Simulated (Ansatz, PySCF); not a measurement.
Complex: HF (SMILES F) (first 2 atoms) with HI (SMILES I); geometry from B3LYP-D3(BJ)/def2-TZVP, rigid monomers moved along the line of their centres of mass till F1···H4 is 2.01 Å.
(charge 0, multiplicity 1):
```csv
atom,x (Å),y (Å),z (Å)
F,0.5518,0.6191,-0.2611
H,0.2829,-0.2134,-0.5646
I,-0.0980,0.2313,3.2017
H,0.3128,0.7525,1.7258
```

Interaction energies are E(AB) − E(A) − E(B) at the monomers' geometry in the complex; basis-set methods are counterpoise corrected. Rows marked so take none.

Frozen-core correlation. Filled d and f shells under p-block atoms count as core. CBS: X⁻³ extrapolation of the correlation energy, Hartree–Fock from the larger set. Rows in 3-21G carry no dispersion term and start afresh at each structure; the Pople sets are all-electron and without relativity.

The values were computed with Ansatz (Gaussian basis) for Hartree–Fock, density functionals and correlated methods; PySCF for 3-21G rows. Each number belongs to the level named beside it. In def2 rows elements past Kr take small-core potentials, without spin–orbit coupling.

Task: Estimate the interaction energy that SCS-MP2/def2-QZVPPD returns for this input.

Result: -0.4 kcal/mol

Task: What is the computed interaction energy (B3LYP/3-21G (no counterpoise))?

Result: -7.2 kcal/mol

Task: Predict the interaction energy from CCSD(T)/CBS(def2-TZVPPD, def2-QZVPPD).

Result: -1.0 kcal/mol

Ansatz is a quantum-chemistry and plane-wave program.
